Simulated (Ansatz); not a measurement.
Species: CH$_{5}$BNO$_{2}$, net charge 0, doublet state. It need not be the lowest isomer of its formula. 
Geometry from a B3LYP-D3(BJ)/def2-TZVP (Ansatz, a first-principles code) optimisation:
```
N
C 1 1.4236
H 2 1.0915 1 112.00
H 2 1.0997 3 109.63 1 -123.79
H 2 1.1017 3 108.06 4 -114.32
B 1 1.4448 2 121.05 3 -167.36
O 6 1.3681 1 119.89 2 51.51
H 7 0.9635 6 112.61 1 171.95
O 6 1.3732 7 119.39 8 -5.15
H 9 0.9625 6 112.52 7 174.75
```
Charge 0, spin multiplicity 2.

Quantity: atomisation energy (electronic, to ground-state atoms), in kcal/mol. Correlated levels leave the core frozen unless marked. UHF or UKS for open shells. No spin-orbit coupling. Non-relativistic unless marked X2C. The coupled-cluster limit lacks core correlation, which all-electron functionals hold. CBS(X,Y): correlation extrapolated as X^-3; Hartree-Fock from the larger set.

```json
[
 {"level": "HF/cc-pVQZ", "program": "Ansatz", "atomisation energy (kcal/mol)": "689.0"},
 {"level": "PBE-D3(BJ)/def2-TZVPD", "program": "Ansatz + dftd3", "atomisation energy (kcal/mol)": "989.3"},
 {"level": "PBE0-D3(BJ)/def2-TZVP", "program": "Ansatz + dftd3", "atomisation energy (kcal/mol)": "963.4"},
 {"level": "CAM-B3LYP-D3(BJ)/def2-TZVPD", "program": "Ansatz + dftd3", "atomisation energy (kcal/mol)": "970.0"},
 {"level": "CAM-B3LYP-D4/def2-TZVPD", "program": "Ansatz + dftd4", "atomisation energy (kcal/mol)": "970.3"},
 {"level": "LC-wPBE-D4/def2-TZVPD", "program": "Ansatz + dftd4", "atomisation energy (kcal/mol)": "965.9"},
 {"level": "LC-wPBE/def2-TZVPD", "program": "Ansatz", "atomisation energy (kcal/mol)": "962.0"},
 {"level": "wB97X-V/def2-TZVPD", "program": "Ansatz", "atomisation energy (kcal/mol)": "961.8"},
 {"level": "B2PLYP-D3(BJ)/def2-TZVPD", "program": "Ansatz + dftd3", "atomisation energy (kcal/mol)": "953.9"},
 {"level": "CCSD/6-31G", "program": "Ansatz", "atomisation energy (kcal/mol)": "779.9"},
 {"level": "CCSD/cc-pVDZ", "program": "Ansatz", "atomisation energy (kcal/mol)": "867.1"},
 {"level": "CCSD/cc-pVQZ", "program": "Ansatz", "atomisation energy (kcal/mol)": "932.0"},
 {"level": "CCSD/CBS(cc-pVTZ,cc-pVQZ)", "program": "Ansatz", "atomisation energy (kcal/mol)": "941.7"},
 {"level": "X2C-CCSD(T)/cc-pVTZ-DK", "program": "Ansatz", "atomisation energy (kcal/mol)": "930.9"},
 {"level": "CCSD(T)/CBS(cc-pVTZ,cc-pVQZ)", "program": "Ansatz", "atomisation energy (kcal/mol)": "958.4"}
]
```
